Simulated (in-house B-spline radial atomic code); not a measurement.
Radial electron density of Sn⁴⁺, [Kr] 4d10. Method: scalar-relativistic (X2C) B97-1, spin-polarised, spherical fractional occupations, exact exchange averaged over the configuration, Fermi nucleus of rms radius 4.6519 fm. Calculated with a B-spline radial code for spherical atoms.

One-electron X2C: radii and densities carry no picture-change correction, so inner-shell <1/r> comes out high (for 1s by about 2 % at Z = 33, 5 % at 54, 10 % at 75, 30 % at 118) and <r> low.

Columns: r (bohr), 4πr²n(r) (electrons per bohr), bar.

```
0.000871    1.818 #
 0.00106    2.491 #
 0.00129    3.401 ##
 0.00156    4.578 ##
  0.0019    6.199 ###
  0.0023    8.263 ####
  0.0028    11.02 ######
  0.0034     14.5 ########
 0.00413    18.87 ##########
 0.00502    24.22 #############
 0.00609    30.48 ################
  0.0074    37.61 ####################
 0.00899    45.21 ########################
  0.0109    52.59 ############################
  0.0133    59.17 ################################
  0.0161    63.49 ##################################
  0.0196    65.05 ###################################
  0.0238    63.49 ##################################
  0.0289    59.78 ################################
  0.0351    56.16 ##############################
  0.0426    55.65 ##############################
  0.0518    60.47 ################################
  0.0629    69.86 #####################################
  0.0764    79.28 ##########################################
  0.0928    82.37 ############################################
   0.113     75.8 ########################################
   0.137    64.22 ##################################
   0.166    57.08 ##############################
   0.202    60.01 ################################
   0.245    66.88 ####################################
   0.298    64.95 ###################################
   0.362    49.46 ##########################
    0.44    30.37 ################
   0.534    20.76 ###########
   0.649    21.54 ############
   0.788    23.65 #############
   0.958    20.62 ###########
    1.16    13.81 #######
    1.41    7.123 ####
    1.72    2.833 ##
    2.09   0.8869 
    2.53   0.2107 
    3.08  0.03201 
    3.74 0.002979
```

On this grid the curve has 4 maxima, near 0.0196, 0.0928, 0.245, 0.788 bohr.

The 4d down radial function P(r) = rR(r), positive near the nucleus:

```
r (bohr)         P
 0.00899   0.00104
  0.0133  0.003016
  0.0196  0.008439
  0.0289   0.02271
  0.0426   0.05745
  0.0629    0.1332
  0.0928    0.2699
   0.137    0.4501
   0.202    0.5524
   0.298    0.3604
    0.44   -0.2172
   0.649   -0.8563
   0.958     -1.04
    1.41   -0.7174
    2.09   -0.2842
    3.08  -0.05619
```
